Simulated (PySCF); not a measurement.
## Partial charges of `CC#C/C=C(\C=O)OC`

Species: C7H8O2.
Atom-mapped SMILES: `[CH3:1][C:2]#[C:3]/[CH:4]=[C:5](\[CH:6]=[O:7])[O:8][CH3:9]` (hydrogens: H10, H11, H12 on C1; H13 on C4; H14 on C6; H15, H16, H17 on C9)

Cartesian coordinates in Å at the GFN2-xTB level; atoms count from 1:
```
atom  x, y, z in Å
C1    -3.8694   -0.1792   -0.5719
C2    -2.4659    0.1482   -0.6266
C3    -1.2864    0.4029   -0.6554
C4     0.0596    0.7625   -0.7495
C5     1.0709    0.2225   -0.0172
C6     0.7651   -0.8210    0.9603
O7     1.5327   -1.4063    1.6897
O8     2.3172    0.7096   -0.2544
C9     3.4217    0.2028    0.4669
H10   -4.2148   -0.4963   -1.5562
H11   -4.0432   -0.9840    0.1423
H12   -4.4431    0.6962   -0.2663
H13    0.3038    1.5358   -1.4666
H14   -0.3183   -1.0466    0.9753
H15    4.2815    0.7585    0.0938
H16    3.5674   -0.8642    0.2855
H17    3.3143    0.3707    1.5406
```

Density: PBE0/pcSseg-1 (PySCF); schemes: Mulliken, IAO, Hirshfeld and ESP-fitted. One conformer (not necessarily the lowest) at the GFN2-xTB geometry, without solvent, vibrations or thermal averaging.

Question: At which atom do the 4 schemes differ most?

Answer: At C1: from -0.578 (ESP-fitted) to -0.095 e (Hirshfeld), 0.483 e apart.

Question: Do the Mulliken, IAO, Hirshfeld and ESP-fitted schemes agree on where the charge is lowest?

Answer: The schemes don't all agree: Mulliken O8 (-0.484); IAO C1 (-0.436); Hirshfeld O7 (-0.214); ESP-fitted C1 (-0.578).

Question: For which atoms does the sign change between the 4 schemes (beyond +0.03 e in one, beyond −0.03 e in another)?

Answer: C2 and C3. Atomic charges aren't observables, and each scheme defines them in its own way.

Question: Tabulate the Mulliken, IAO, Hirshfeld and ESP-fitted charges.

Answer: In e:

```csv
atom,environment,Mulliken,IAO,Hirshfeld,ESP-fitted
C1,propargylic carbon,-0.189,-0.436,-0.095,-0.578
C2,alkyne carbon,-0.237,-0.027,-0.032,+0.197
C3,alkyne carbon,+0.082,-0.083,-0.070,-0.269
C4,alkene CH carbon,-0.226,-0.176,-0.046,-0.259
C5,vinylic carbon bearing oxygen,+0.101,+0.150,+0.069,+0.182
C6,aldehyde carbon,+0.288,+0.212,+0.109,+0.501
O7,aldehyde oxygen,-0.373,-0.400,-0.214,-0.482
O8,ether oxygen,-0.484,-0.324,-0.106,-0.283
C9,methoxy carbon,-0.019,-0.204,-0.039,-0.203
H10,methyl hydrogen,+0.152,+0.175,+0.063,+0.192
H11,methyl hydrogen,+0.151,+0.174,+0.063,+0.198
H12,methyl hydrogen,+0.152,+0.175,+0.063,+0.193
H13,vinylic hydrogen,+0.133,+0.187,+0.063,+0.224
H14,formyl hydrogen,+0.110,+0.121,+0.038,-0.013
H15,methyl hydrogen,+0.123,+0.158,+0.051,+0.123
H16,methyl hydrogen,+0.118,+0.149,+0.041,+0.139
H17,methyl hydrogen,+0.118,+0.149,+0.041,+0.138
```

Mean size of the charges over all atoms: ESP-fitted 0.246 e, IAO 0.194 e, Mulliken 0.180 e, Hirshfeld 0.071 e. Each set sums to the total charge, 0, to within 0.001 e. The IAO scheme counts the electrons in orthogonalised intrinsic atomic orbitals, a minimal basis polarised so that it spans the occupied orbitals exactly.

Question: How many electrons does the Mulliken scheme count on C6?

Answer: Z − q = 6 − (+0.288) = 5.712.

Question: Sum the charges by element.

Answer: 
| element | atoms | Mulliken | IAO | Hirshfeld | ESP-fitted |
| --- | --- | --- | --- | --- | --- |
| C | 7 | -0.200 | -0.565 | -0.104 | -0.429 |
| O | 2 | -0.857 | -0.723 | -0.320 | -0.765 |
| H | 8 | +1.057 | +1.288 | +0.424 | +1.195 |

Question: How closely do the schemes follow one another over all atoms?

Answer: Correlation coefficient and root-mean-square difference: IAO with Hirshfeld 0.94, 0.144 e; IAO with ESP-fitted 0.93, 0.115 e; Hirshfeld with ESP-fitted 0.89, 0.213 e; Mulliken with Hirshfeld 0.87, 0.145 e; Mulliken with IAO 0.87, 0.112 e; Mulliken with ESP-fitted 0.73, 0.193 e.
